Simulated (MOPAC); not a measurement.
Input file for MOPAC: AM1 on GaH5O2 (a complex), monomers drawn apart or pushed together.

```
AM1 1SCF PRECISE CHARGE=0 THREADS=1
GaH5O2

O     -0.44824870 1    -0.98185870 1     1.02826451 1
Ga     0.38575375 1    -0.38299469 1    -0.43807130 1
H     -0.36309947 1    -0.40264646 1     1.80230784 1
H      0.24030760 1    -1.32181315 1    -1.67653740 1
H      1.16036568 1     0.97718944 1    -0.36172285 1
O     -0.28817542 1     0.54655742 1     3.26865118 1
H      0.08551774 1    -0.00879928 1     3.96183677 1
H     -1.19293506 1     0.73204194 1     3.54357008 1
```

It printed:

```
*******************************************************************************
 **                                                                           **
 **                              MOPAC v23.2.5                                **
 **                                                                           **
 *******************************************************************************
 ** MOPAC's Digital Object Identifier: https://doi.org/10.5281/zenodo.6511958 **
 **                                                                           **
 ** Please cite the open-source release paper for use of this MOPAC version:  **
 ** J. E. Moussa and J. J. P. Stewart (2026)                                  **
 ** MOPAC: An open-source semiempirical molecular orbital program             **
 ** J. Open Source Softw., 11(119), 8025, https://doi.org/10.21105/joss.08025 **
 *******************************************************************************

                              AM1 CALCULATION RESULTS

 *******************************************************************************
 *  AM1        - The AM1 Hamiltonian to be used
 *
 *
 *
 *                 CHARGE ON SYSTEM = 0
 *
 *
 *
 *  PRECISE    - TIGHTER CRITERIA TO BE USED
 *  1SCF       - DO 1 SCF AND THEN STOP
 *  THREADS=1  - MULTI-THREADING NOT USED
 *  T=         - A TIME OF 172800.0 SECONDS REQUESTED
 *  DUMP=N     - RESTART FILE WRITTEN EVERY 7200.0 SECONDS REQUESTED
 *******************************************************************************
AM1 1SCF PRECISE CHARGE=0 THREADS=1
 GaH5O2

   ATOM   CHEMICAL          X               Y               Z
  NUMBER   SYMBOL      (ANGSTROMS)     (ANGSTROMS)     (ANGSTROMS)

     1       O         -0.44824870  *  -0.98185870  *   1.02826451  *
     2      Ga          0.38575375  *  -0.38299469  *  -0.43807130  *
     3       H         -0.36309947  *  -0.40264646  *   1.80230784  *
     4       H          0.24030760  *  -1.32181315  *  -1.67653740  *
     5       H          1.16036568  *   0.97718944  *  -0.36172285  *
     6       O         -0.28817542  *   0.54655742  *   3.26865118  *
     7       H          0.08551774  *  -0.00879928  *   3.96183677  *
     8       H         -1.19293506  *   0.73204194  *   3.54357008  *



          CARTESIAN COORDINATES

    NO.       ATOM           X           Y           Z

     1         O         -0.4482     -0.9819      1.0283
     2        Ga          0.3858     -0.3830     -0.4381
     3         H         -0.3631     -0.4026      1.8023
     4         H          0.2403     -1.3218     -1.6765
     5         H          1.1604      0.9772     -0.3617
     6         O         -0.2882      0.5466      3.2687
     7         H          0.0855     -0.0088      3.9618
     8         H         -1.1929      0.7320      3.5436

  H: (AM1): M.J.S. DEWAR ET AL, J. AM. CHEM. SOC. 107 3902-3909 (1985)
  O: (AM1): M.J.S. DEWAR ET AL, J. AM. CHEM. SOC. 107 3902-3909 (1985)
 Ga: (AM1): J. J. P. STEWART, J. MOL. MOD., 10, 155-164 (2004)

           Empirical Formula: H5 O2 Ga  =     8 atoms



      MOLECULAR POINT GROUP   :   Cs


      RHF CALCULATION, NO. OF DOUBLY OCCUPIED LEVELS = 10


 -------------------------------------------------------------------------------
 AM1 1SCF PRECISE CHARGE=0 THREADS=1
 GaH5O2



     1SCF WAS SPECIFIED, SO BFGS WAS NOT USED
     SCF FIELD WAS ACHIEVED


                              AM1 CALCULATION
                                                       MOPAC v23.2.5 Linux




          FINAL HEAT OF FORMATION =        -49.90777 KCAL/MOL =    -208.81410 KJ/MOL


          COSMO AREA              =        108.15 SQUARE ANGSTROMS
          COSMO VOLUME            =         85.60 CUBIC ANGSTROMS

          IONIZATION POTENTIAL    =         10.796075 EV
          HOMO LUMO ENERGIES (EV) =        -10.796 -1.298
          NO. OF FILLED LEVELS    =         10
          MOLECULAR WEIGHT        =        106.7733         POINT GROUP:  Cs

          MOLECULAR DIMENSIONS (Angstroms)

            Atom       Atom       Distance
            H     7    H     4     5.79131
            H     5    O     1     2.72966
            H     4    H     8     1.51978


          SCF CALCULATIONS        =          1





   ATOM   CHEMICAL          X               Y               Z
  NUMBER   SYMBOL      (ANGSTROMS)     (ANGSTROMS)     (ANGSTROMS)

     1       O         -0.44824870  *  -0.98185870  *   1.02826451  *
     2      Ga          0.38575375  *  -0.38299469  *  -0.43807130  *
     3       H         -0.36309947  *  -0.40264646  *   1.80230784  *
     4       H          0.24030760  *  -1.32181315  *  -1.67653740  *
     5       H          1.16036568  *   0.97718944  *  -0.36172285  *
     6       O         -0.28817542  *   0.54655742  *   3.26865118  *
     7       H          0.08551774  *  -0.00879928  *   3.96183677  *
     8       H         -1.19293506  *   0.73204194  *   3.54357008  *

                             CARTESIAN COORDINATES

   1    O       -0.448248700    -0.981858700     1.028264510
   2   Ga        0.385753750    -0.382994690    -0.438071300
   3    H       -0.363099470    -0.402646460     1.802307840
   4    H        0.240307600    -1.321813150    -1.676537400
   5    H        1.160365680     0.977189440    -0.361722850
   6    O       -0.288175420     0.546557420     3.268651180
   7    H        0.085517740    -0.008799280     3.961836770
   8    H       -1.192935060     0.732041940     3.543570080


           Empirical Formula: H5 O2 Ga  =     8 atoms



      MOLECULAR POINT GROUP   :   Cs


                  EIGENVALUES
 -37.04460 -34.59937 -18.73092 -17.18412 -15.23759 -13.51788 -12.87049 -11.95807
 -11.74199 -10.79607  -1.29756   0.37858   1.06389   1.14064   3.86049   5.86168
   6.47912


              NET ATOMIC CHARGES AND DIPOLE CONTRIBUTIONS

  ATOM NO.   TYPE          CHARGE      No. of ELECS.   s-Pop       p-Pop
    1          O          -0.490756        6.4908     1.86120     4.62955
    2         Ga           0.377616        2.6224     0.32192     2.30046
    3          H           0.232144        0.7679     0.76786
    4          H          -0.057351        1.0574     1.05735
    5          H          -0.087044        1.0870     1.08704
    6          O          -0.390082        6.3901     1.85524     4.53484
    7          H           0.207733        0.7923     0.79227
    8          H           0.207740        0.7923     0.79226
 DIPOLE           X         Y         Z       TOTAL
 POINT-CHG.     0.235     0.824     0.769     1.151
 HYBRID        -0.277     0.127     1.079     1.121
 SUM           -0.042     0.951     1.848     2.079


          ATOMIC ORBITAL ELECTRON POPULATIONS

     Atom    s        px        py        pz
    1  O   1.86120   1.63358   1.57162   1.42435
    2 Ga   0.32192   0.55733   0.91808   0.82505
    3  H   0.76786
    4  H   1.05735
    5  H   1.08704
    6  O   1.85524   1.30923   1.73824   1.48737
    7  H   0.79227
    8  H   0.79226

 **********************
 *                    *
 * JOB ENDED NORMALLY *
 *                    *
 **********************




 == MOPAC DONE ==
```

The run finished.

Cost: roughly 0.010 core-seconds.
